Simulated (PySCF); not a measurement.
Computed IR spectrum (relative IR intensity) of a molecule C₂H₄BF₃. The structure is a stationary point at PBE-D3(BJ)/def2-SVP. Other conformers were not sampled. Level of theory: PySCF with PBE-D3(BJ)/def2-SVP. Frequencies are harmonic and unscaled.

ν (cm⁻¹): 92 (w), 100 (vw), 129 (vw), 216 (vw), 413 (vw), 511 (w), 897 (w), 1034 (vs), 1064 (s), 1121 (w), 1250 (m), 1334 (s), 1365 (m), 1376 (w), 1397 (s), 2922 (w), 2928 (w), 2957 (w), 2971 (w) (against the strongest line: vs over 80 %, s over 45 %, m over 15 %, w over 4 %, vw less)

Q: Pick the molecule that these values belong to.
(A) CB(F)C(F)F
(B) FCB(F)CF
(C) C[C@H](F)B(F)F

A: B, FCB(F)CF
